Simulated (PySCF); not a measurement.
Species: C2H7BN2.
Numbering: `[CH3:1][C:2]#[N+:3][BH2-:4][NH2:5]` (hydrogens: H6, H7, H8 on C1; H9, H10 on B4; H11, H12 on N5)

A GFN2-xTB structure was refined with PBE0-D3(BJ)/def2-SVP geometry optimisation, gas phase in PySCF 2.14.0. Its GFN2-xTB values:

```
coordinate  GFN2-xTB
     C1–C2   1.450 Å
     C1–H6   1.120 Å
     C2≡N3   1.163 Å
     N3–B4   1.502 Å
     B4–N5   1.494 Å
     B4–H9   1.187 Å
    N5–H11   0.988 Å
  C1–C2–N3    179.2°
  C2–N3–B4    161.0°
  N3–B4–N5    106.7°
```

**Question.** How do these coordinates change at the PBE0-D3(BJ)/def2-SVP level?

**Answer.** 
```csv
coordinate,PBE0-D3(BJ)/def2-SVP (Å or °),change
N3–B4,1.736,+0.234
B4–N5,1.454,-0.040
B4–H9,1.226,+0.039
N5–H11,1.011,+0.023
C1–H6,1.099,-0.021
C2≡N3,1.152,-0.011
C1–C2,1.449,-0.001
C2–N3–B4,177.4,+16.4
N3–B4–N5,110.6,+3.9
C1–C2–N3,179.9,+0.7
```

The energy falls by 6.6 kcal/mol over 14 energy and gradient evaluations, the largest force component goes from 0.0563 to 2.8e-04 Eh/bohr, and the atoms move by 0.356 Å rms after alignment. The bond that changes most is N3–B4 (ends: nitrogen bonded to B and C; four-coordinate boron), which lengthens by 0.234 Å. Bonds longer at the end by more than 0.005 Å: 6 of 11; shorter: 4. Among the dihedrals that turn most is H9–B4–N5–H11, from -49° to -35°. Rotational constants go from 15151, 2451, 2201 to 20043, 1963, 1855 MHz.

The run used 105 basis functions and 99 SCF cycles in all. On one thread, Arm Neoverse N1 (aarch64), shared host, this took 83 s and 0.42 GiB of memory at its peak.

PBE0-D3(BJ)/def2-SVP frequencies: not computed here. One conformer, not necessarily the lowest.
